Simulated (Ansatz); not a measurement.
A run of Ansatz (development build ahead of 0.2.0) on singlet CH3I at this shape:

```xyz
5

C     0.0471   -0.0547   -2.7418
I     0.0266    0.0386    0.5494
H     0.0048   -1.6264   -3.2674
H    -1.3150    0.8165   -3.1737
H     1.3525    0.8457   -3.2663
```

Its results:

```json
{
 "Converged": "yes",
 "Total energy": "-335.83146 hartree",
 "Spin squared of the determinant": "0.000"
}
```

Question: Which input gives this output? Name the method, the orbitals and the basis set, and write the input.

Answer: RHF in def2-SVP. The basis set brings a core potential for I, so the total leaves out those core electrons. An unrestricted run that stays on the closed shell gives the same numbers.

```yaml
crystal:
  periodic: [false, false, false]
  atoms:
    - { symbol: C, position_ang: [0.04708, -0.05471, -2.74177] }
    - { symbol: I, position_ang: [0.02656, 0.03858, 0.54935] }
    - { symbol: H, position_ang: [0.00479, -1.62638, -3.26738] }
    - { symbol: H, position_ang: [-1.31496, 0.81652, -3.17369] }
    - { symbol: H, position_ang: [1.35255, 0.84573, -3.26629] }
basis:
  gaussian: { orbitals: def2-SVP }
hamiltonian:
  xc: hf
```

Caution: stretched shape with no unrestricted run beside it, a lower state can exist.
